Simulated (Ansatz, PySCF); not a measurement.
Gas-phase reaction (SMILES): C=C[SiH](C=C)C=C [tris(ethenyl)silane] + 9 [H][H] (H2) -> 6 C (CH4) + [SiH4] (SiH4); energy of full hydrogenation.

Each molecule is optimised on its own at B3LYP-D3(BJ)/def2-TZVP (Ansatz, a quantum-chemistry and plane-wave program), one conformer each, not searched for the lowest. Cores are frozen in the correlated levels unless marked. Spin-orbit coupling is left out. Non-relativistic. CBS marks a two-point X^-3 extrapolation of the correlation energy; Hartree-Fock from the larger set. Thermal terms are rigid-rotor harmonic-oscillator values from B3LYP-D3(BJ) frequencies (PySCF) at 298.15 K and 1 atm. 1 Eh = 627.5095 kcal/mol.

```tsv
species	E, CCSD(T)/CBS(cc-pV(T+d)Z,cc-pV(Q+d)Z) (Ansatz) (Eh)	E, PBE/def2-TZVPD (Ansatz) (Eh)	H - E (Eh)	G - E (Eh)
C=C[SiH](C=C)C=C	-523.33930	-523.70050	0.14707	0.10130
[H][H] (H2)	-1.17450	-1.16589	0.01336	-0.00144
C (CH4)	-40.45816	-40.46301	0.04840	0.02728
[SiH4] (SiH4)	-291.45815	-291.72111	0.03520	0.01198
```

### Question
Work out ΔE and ΔH, ΔG, ΔS and the equilibrium constant at 298.15 K at the first level, then ΔH at the second.

### Answer

1. ΔE = [6×(-40.45816) + (-291.45815)] - [(-523.33930) + 9×(-1.17450)] = -0.29731 Eh = -186.6 kcal/mol at CCSD(T)/CBS(cc-pV(T+d)Z,cc-pV(Q+d)Z).
2. The terms H - E add up to 0.05829 Eh, so ΔH = (-0.29731 + (0.05829))×627.5095 = -150.0 kcal/mol.
3. The terms G - E add up to 0.08732 Eh, so ΔG = -131.8 kcal/mol, and ΔS = (0.05829 - (0.08732))×627509.5/298.15 = -61.1 cal/(mol K).
4. log10 K = -ΔG/(RT ln 10) = 96.6, with RT ln 10 = 1.3642 kcal/mol.
5. With ΔH and ΔS taken as constant, ΔG changes sign near ΔH/ΔS = 2450 K, a rough figure that leaves out heat capacities.
6. At PBE/def2-TZVPD the same steps give ΔE = -191.8 and ΔH = -155.2 kcal/mol, a shift of -5.2 from the first level.
7. These values are not checked against measurement here, since the tables used lack a sound gas-phase enthalpy of formation for at least one species.
